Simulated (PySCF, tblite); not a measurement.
Compound: C₄H₁₁NSi₃.
Cartesian coordinates in Å at the GFN2-xTB level; atoms count from 1:
```xyz
19
C4H11NSi3 angstrom
C     -2.7838    0.6902    1.8067
C     -1.9468    0.3638    1.0105
C     -0.9542   -0.0272    0.0608
Si    -1.8417   -0.6959   -1.4809
Si     0.3895    1.3203   -0.2682
N      1.5089    0.0853    0.2402
C      2.9420    0.1448    0.3336
Si     0.4260   -1.1644    0.7900
H     -3.5120    0.9770    2.5045
H     -2.6725   -1.8436   -1.1013
H     -2.7044    0.3527   -2.0359
H     -0.8697   -1.1135   -2.4949
H      0.6340    1.7391   -1.6503
H      0.3254    2.4908    0.6113
H      3.2682    0.5578    1.2943
H      3.3415    0.7761   -0.4608
H      3.3645   -0.8557    0.2349
H      0.6919   -2.4454    0.1306
H      0.3834   -1.3429    2.2441
```

Computed, not measured: PBE0/pcSseg-1 in PySCF (dipole) on a GFN2-xTB geometry, gas phase.

Masses are those of the commonest isotopes; rigid-rotor values at the optimised geometry. The values belong to one conformer with, in the numbering `[CH:1]#[C:2][C:3]1([SiH3:4])[SiH2:5][N:6]([CH3:7])[SiH2:8]1`, C2–C3–Si5–N6 122°, C3–Si5–N6–C7 179°, Si5–N6–Si8–C3 7°, C2–C3–Si8–N6 -122°.

Q: Give the principal moments of inertia and the rotational constants in MHz.

A: Ia = 290.93, Ib = 570.89, Ic = 610.48 u·Å²; 505379 MHz·u·Å²/I gives A = 1737, B = 885.2, C = 827.8 MHz.

Q: Classify the top.

A: An asymmetric top; Ray's κ = -0.874.

Q: Is it planar, by Δ = Ic − Ia − Ib?

A: Not planar: Δ = Ic − Ia − Ib = -251.35 u·Å². For a rigid frame Δ = −2 Σ m c², so Σ m c² = 125.67 u·Å² lies off the ab plane: 23.63 from hydrogen and 102.04 from heavier atoms. The atom farthest from that plane is 2.27 Å away.

Q: List the rotational levels J(Ka,Kc) to J = 5 (MHz).

A: Above 0(0,0):
J = 1: 1(0,1) 1713, 1(1,1) 2565, 1(1,0) 2622
J = 2: 2(0,2) 5136, 2(1,2) 5934, 2(1,1) 6106, 2(2,1) 8661, 2(2,0) 8664
J = 3: 3(0,3) 10265, 3(1,3) 10985, 3(1,2) 11329, 3(2,2) 13801, 3(2,1) 13815, 3(3,1) 18205, 3(3,0) 18205
J = 4: 4(0,4) 17089, 4(1,4) 17717, 4(1,3) 18291, 4(2,3) 20651, 4(2,2) 20693, 4(3,2) 25063, 4(3,1) 25063, 4(4,1) 31222, 4(4,0) 31222
J = 5: 5(0,5) 25601, 5(1,5) 26128, 5(1,4) 26987, 5(2,4) 29210, 5(2,3) 29306, 5(3,3) 33637, 5(3,2) 33639, 5(4,2) 39793, 5(4,1) 39793, 5(5,1) 47713, 5(5,0) 47713
Those of J = 1 are B + C, A + C and A + B.

Q: Which lines would a microwave search look for?

A: The dipole components are |μa| = 1.58 D, |μb| = 0.20 D, |μc| = 0.00 D; the mirror of this Cs structure is the ab plane, so μc vanishes by symmetry and there are no c-type lines. The squared components, which scale the intensities, stand as 1.00 : 0.02 (a : b). Some lines, for components of 0.1 D or more:

```csv
type,branch,"J(Ka,Kc)",MHz,lower level (cm⁻¹)
a,Q,"3(1,2) ← 3(1,3)",344,0.366
b,R,"3(1,2) ← 2(2,1)",2668,0.289
b,Q,"2(2,1) ← 2(1,2)",2728,0.198
b,Q,"3(2,2) ← 3(1,3)",2816,0.366
b,R,"2(1,2) ← 1(0,1)",4221,0.057
b,Q,"3(3,0) ← 3(2,1)",4391,0.461
a,R,"3(1,3) ← 2(1,2)",5051,0.198
a,R,"3(0,3) ← 2(0,2)",5128,0.171
a,R,"3(2,2) ← 2(2,1)",5139,0.289
a,R,"3(1,2) ← 2(1,1)",5224,0.204
b,R,"3(1,3) ← 2(0,2)",5849,0.171
b,R,"2(2,1) ← 1(1,0)",6039,0.087
b,R,"2(2,0) ← 1(1,1)",6099,0.086
b,R,"3(2,2) ← 2(1,1)",7695,0.204
b,R,"3(2,1) ← 2(1,2)",7881,0.198
b,R,"3(3,0) ← 2(2,1)",9544,0.289
```

Q: Estimate the classical rotational partition function at 50 K, 200 K and 298.15 K.

A: Point group Cs, symmetry number σ = 1; q = (√π/σ)·√((kT/h)³/(ABC)), k/h = 20836.6 MHz/K: 52800 at 50 K, 423000 at 200 K, 769000 at 298.15 K.

Its GFN2-xTB frequencies are all real (lowest 52 cm⁻¹). No vibrational averaging or centrifugal distortion is included, and the geometry carries the error of its method. A rigid rotor knows nothing of internal rotation, which can split or shift real lines. Quadrupole hyperfine structure (14N) is left out.
